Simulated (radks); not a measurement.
The numbers below are computed, except where a source is named.
These are the eigenvalues of the occupied orbitals of an atom or ion with whole-number occupations (eV). Level of theory: scalar-relativistic Kohn-Sham, PBE, spin-polarised, spherical densities, point nucleus (a radial shooting solver on a logarithmic mesh with Libxc functionals).

1s up: -3955.145
1s down: -3955.116
2s up: -420.0748
2s down: -420.0438
2p up: -340.4444
2p down: -340.4148
3s up: -52.7357
3s down: -52.6191
3p up: -33.6403
3p down: -33.4888
4s up: -8.0832
5f up: -0.4036

Which element is it, and in what charge state? The configuration may be excited. Open shells, if any, are filled with parallel spins first.

Answer. Z = 20, calcium, charge 0: Ca in [Ar] 4s1 5f1. The list shows which subshells hold electrons but not how many an open one holds; the 1s level, -145.35 hartree, gives Z - s = 17.0 by -(Z - s)^2/2, which with screening and relativity narrows Z to a few neighbours, and the depths of the outer levels then fix element, charge and occupations together.
